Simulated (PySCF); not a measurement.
## Working out the excitation energy of B⁺

B⁺ [He] 2s2 (1S) → B⁺ [He] 2s1 3d1 (3D). Calculation: PySCF 2.14, in aug-cc-pVDZ-DK (4s3p2d, 23 functions); scalar relativity by spin-free X2C-1e. Frozen: 1s2. Energies in hartree (1 hartree = 27.21139 eV):

```csv
part,B⁺ (lower),B⁺ (upper)
UHF,-24.241840,-23.591632
CCSD correlation,-0.058658,-0.005082
(T),0.000000,0.000000
```

Problem. What does Hartree-Fock give?

Solution. (-23.591632) − (-24.241840) = 0.650208 hartree = 17.693 eV.

Problem. What do CCSD and CCSD(T) give?

Solution. The CCSD correlation energies differ by 0.053576 hartree = 1.458 eV and the triples by 0.000000 hartree = 0.000 eV, so CCSD gives 19.151 eV and CCSD(T) 19.151 eV.

A double-zeta basis recovers only part of the correlation energy.

The coupled-cluster amplitudes are large, so a single reference is strained.
